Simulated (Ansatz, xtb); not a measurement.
# A geometry optimisation of GeH2OSi+ with r2SCAN-D4/def2-SVP

The starting geometry of this gas-phase doublet was built from a drawn formula by distance geometry and a force field; its bonds are those of `[OH+]1[SiH]=[Ge]1`.

```xyz
5

Ge   -0.2681    0.9254   -0.6097
O    -0.1927    0.1213    1.2246
Si   -1.8158    0.1872    0.6337
H     0.4560   -0.1395    1.9440
H    -3.2367   -0.0973    0.8898
```

Where would you expect an optimisation with r2SCAN-D4/def2-SVP to take it?

A bond breaks, giving a structure given below by its coordinates. Distances that change by over a tenth: Ge1–Si3 (2.12 → 2.45 Å). Contacts that open: Ge1–O2 (2.00 → 3.39 Å).

The energy falls by 1.19 eV over 15 steps:

```
step  E − E(last) (eV)
   1             1.193
   3             0.203
   4             0.152
   6             0.125
   7             0.117
   9             0.088
  10             0.062
  12             0.010
  13             0.001
  15             0.000
```

Final geometry (Å):

```yaml
atoms:
  - { symbol: Ge, position_ang: [-0.5240, 1.3012, -1.5125] }
  - { symbol: O, position_ang: [-0.1680, -0.0429, 1.5838] }
  - { symbol: Si, position_ang: [-1.3692, 0.2785, 0.5441] }
  - { symbol: H, position_ang: [-0.2547, -0.4470, 2.4626] }
  - { symbol: H, position_ang: [-2.7414, -0.0927, 1.0044] }
```

From the same start GFN2-xTB reaches the same bonding as this run.

The end wasn't checked by frequencies. Open shells are spin-unrestricted. Run with Ansatz 0.2.0, 54 s on 1 thread of Intel(R) Xeon(R) 6975P-C (Granite Rapids), on a shared host.
